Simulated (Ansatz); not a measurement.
One change: `[SiH3][SiH2][SiH3]` becomes `[SiH3][SiH2]Br`.

Ansatz, PBE0-D4/def2-TZVP geometries, multiplicity 1. 

Scalar relativity is left out up to krypton.

```
                               property  `[SiH3][SiH2][SiH3]`
   HOMO–LUMO gap (PBE0/def2-TZVPP) / eV                  7.80
    LUMO energy (B3LYP/def2-TZVPP) / eV                 -0.38
  HOMO energy (ωB97M-V/def2-TZVPP) / eV                -10.00
HOMO–LUMO gap (ωB97M-V/def2-TZVPP) / eV                 11.48
  LUMO energy (ωB97M-V/def2-TZVPP) / eV                  1.48
     HOMO energy (PBE0/def2-TZVPP) / eV                 -8.03
```

Task: Give the same properties after the change, and the shifts. (Best estimate.)

Result: The calculation gave: 
```json
{"property": "HOMO–LUMO gap (PBE0/def2-TZVPP) / eV", "`[SiH3][SiH2]Br`": "7.24", "shift": "-0.56"}
{"property": "LUMO energy (B3LYP/def2-TZVPP) / eV", "`[SiH3][SiH2]Br`": "-0.93", "shift": "-0.55"}
{"property": "HOMO energy (ωB97M-V/def2-TZVPP) / eV", "`[SiH3][SiH2]Br`": "-10.06", "shift": "-0.06"}
{"property": "HOMO–LUMO gap (ωB97M-V/def2-TZVPP) / eV", "`[SiH3][SiH2]Br`": "11.13", "shift": "-0.35"}
{"property": "LUMO energy (ωB97M-V/def2-TZVPP) / eV", "`[SiH3][SiH2]Br`": "1.07", "shift": "-0.41"}
{"property": "HOMO energy (PBE0/def2-TZVPP) / eV", "`[SiH3][SiH2]Br`": "-8.00", "shift": "0.03"}
```

The zero-point energy changes by -61.2 kJ/mol with -9 modes.

B3LYP here is the variant with VWN-RPA as its local correlation; programs differ in this.

Spin–orbit coupling is left out; it splits and shifts lone-pair levels of the heavy atoms by tenths of an eV.
